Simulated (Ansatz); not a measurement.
Pulling on the Si1–F2 bond in FISi (SMILES F[Si]I) (multiplicity 1 held, fragments rigid). Energies count from the point at 1.610 Å.
Geometry at that point (charge 0, multiplicity 1):
```xyz
3

Si     0.72542     1.01949     1.18894
F      1.16093     2.16372     0.14351
I     -0.38876    -0.63672    -0.33843
```

R- and RO- levels are restricted; in cc, def2 and unpolarised 6-31G sets they are followed outwards from rest. U- levels take the lowest unrestricted solution at each point, which mixes spins at long bonds. Levels need not reach the same state.

Codes used: Ansatz (a quantum-chemistry and plane-wave program) with Gaussian orbitals. Values without a source in brackets are computed. In def2 rows elements past Kr take small-core potentials, without spin–orbit coupling.

Energies in kJ/mol.

```json
[
 {"R (Å)": "1.288", "R-HF/def2-TZVPP": "261", "R-PBE/def2-TZVPP": "315", "R-B3LYP/def2-TZVPP": "299", "U-wB97X-V/def2-TZVPP": "297"},
 {"R (Å)": "1.449", "R-HF/def2-TZVPP": "32", "R-PBE/def2-TZVPP": "59", "R-B3LYP/def2-TZVPP": "52", "U-wB97X-V/def2-TZVPP": "49"},
 {"R (Å)": "1.610", "R-HF/def2-TZVPP": "0", "R-PBE/def2-TZVPP": "0", "R-B3LYP/def2-TZVPP": "0", "U-wB97X-V/def2-TZVPP": "0"},
 {"R (Å)": "1.771", "R-HF/def2-TZVPP": "45", "R-PBE/def2-TZVPP": "21", "R-B3LYP/def2-TZVPP": "27", "U-wB97X-V/def2-TZVPP": "31"},
 {"R (Å)": "1.932", "R-HF/def2-TZVPP": "117", "R-PBE/def2-TZVPP": "71", "R-B3LYP/def2-TZVPP": "83", "U-wB97X-V/def2-TZVPP": "93"},
 {"R (Å)": "2.173", "R-HF/def2-TZVPP": "231", "R-PBE/def2-TZVPP": "159", "R-B3LYP/def2-TZVPP": "178", "U-wB97X-V/def2-TZVPP": "197"},
 {"R (Å)": "2.415", "R-HF/def2-TZVPP": "333", "R-PBE/def2-TZVPP": "242", "R-B3LYP/def2-TZVPP": "265", "U-wB97X-V/def2-TZVPP": "294"},
 {"R (Å)": "2.817", "R-HF/def2-TZVPP": "466", "R-PBE/def2-TZVPP": "352", "R-B3LYP/def2-TZVPP": "382", "U-wB97X-V/def2-TZVPP": "426"},
 {"R (Å)": "3.220", "R-HF/def2-TZVPP": "563", "R-PBE/def2-TZVPP": "428", "R-B3LYP/def2-TZVPP": "465", "U-wB97X-V/def2-TZVPP": "512"},
 {"R (Å)": "3.703", "R-HF/def2-TZVPP": "645", "R-PBE/def2-TZVPP": "484", "R-B3LYP/def2-TZVPP": "531", "U-wB97X-V/def2-TZVPP": "566"},
 {"R (Å)": "4.347", "R-HF/def2-TZVPP": "719", "R-PBE/def2-TZVPP": "530", "R-B3LYP/def2-TZVPP": "582", "U-wB97X-V/def2-TZVPP": "596"},
 {"R (Å)": "5.152", "R-HF/def2-TZVPP": "779", "R-PBE/def2-TZVPP": "552", "R-B3LYP/def2-TZVPP": "616", "U-wB97X-V/def2-TZVPP": "605"}
]
```

Doubts at one or more of the structures used: a restricted determinant that unrestricted orbitals would lower (R-HF/def2-TZVPP, R-PBE/def2-TZVPP, R-B3LYP/def2-TZVPP); a spin-contaminated determinant (U-wB97X-V/def2-TZVPP).
